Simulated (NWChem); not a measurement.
Species: C$_{2}$H$_{5}$ClOSi; SMILES Cl/C=C/[SiH2]O

```xyz
10

O     -0.8268    -2.7570     0.1074
Si     0.4821    -1.7354    -0.0365
C     -0.0232     0.0052    -0.4854
C      0.2532     1.0322     0.3231
Cl    -0.1659     2.6749    -0.0066
H     -1.4942    -2.5124     0.7552
H      1.2616    -1.6330     1.2384
H      1.3141    -2.3388    -1.1112
H     -0.5569     0.2115    -1.4212
H      0.7803     0.9258     1.2770
```
Atoms are numbered in this order, from 1.

Computed with NWChem. Medium grid unless said otherwise, to which SCAN and Minnesota functionals are sensitive. Geometry: optimised at PBE0/def2-SVP. Hybrids' shares of exact exchange are those that their runs print; pure functionals count as 0. The functionals differ in more than this share.

```
row               share of exact exchange  orbital gap (eV)
----------------  -----------------------  ----------------
PBE/def2-TZVP                        0.00              4.66
BLYP/def2-TZVP                       0.00              4.64
TPSSh/def2-TZVP                      0.10              5.69
B3LYP/def2-TZVP                      0.20          withheld
M06-2X/def2-TZVP                     0.54              8.83
```

Problem. Fit a straight line of the last column on the one before it, predict the withheld value, and compare with the run.

Solution. 
1. Means of the 4 shown rows: x = 0.160, y = 5.955. Slope Σ(x − x̄)(y − ȳ)/Σ(x − x̄)² = 1.526/0.1992 = 7.661; intercept 4.729.
2. The shown rows scatter about the line by 0.114 (root mean square); the largest residual is +0.19, at TPSSh/def2-TZVP.
3. At x = 0.20 (B3LYP/def2-TZVP; inside the shown range) the line gives 6.26.
4. The run gives 6.32, +0.06 from the line, 0.5 times the scatter.
